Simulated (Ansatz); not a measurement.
# Worked example: C3H7F + GaHF → C3H7 + GaHF2

Species: C3H7F (2-fluoropropane) `CC(C)F`, singlet; GaHF `[F][GaH]`, doublet; C3H7 (methylethyl) `C[CH]C`, doublet; GaHF2 `[F][GaH][F]`, singlet. A radical takes F: the energy is the difference in strength between the C–F bond broken and the Ga–F bond made.

Shapes, held fixed at every level: PBE0-D4/def2-TZVP. Programs: Ansatz 0.2.0. The zero-point and thermal change to 298 K, harmonic and unscaled (PBE0-D4/def2-TZVP), is -7.1 kJ/mol.

At CCSD(T)/def2-TZVPP; 1 Eh = 2625.50 kJ/mol:

| species | energy (Eh) |
| --- | --- |
| C3H7F | -218.057166 |
| GaHF | -2023.797211 |
| C3H7 | -118.247806 |
| GaHF2 | -2123.630403 |

Question: Work out ΔH(298 K) of the reaction at this level.

Answer: 
1. Products less reactants: (-118.247806) + (-2123.630403) − [(-218.057166) + (-2023.797211)] = -0.023832 Eh = -62.6 kJ/mol.
2. With the thermal change: -62.6 + (-7.1) = -69.7 kJ/mol.

Other levels give -82.7 (HF/def2-TZVPP) to -52.0 kJ/mol (PBE-D4/def2-TZVPP). No measured value is set beside it here. Open shells run unrestricted. Relativity is left out for Ga. Outer-core shells of Ga are correlated, in sets that cover them unevenly.
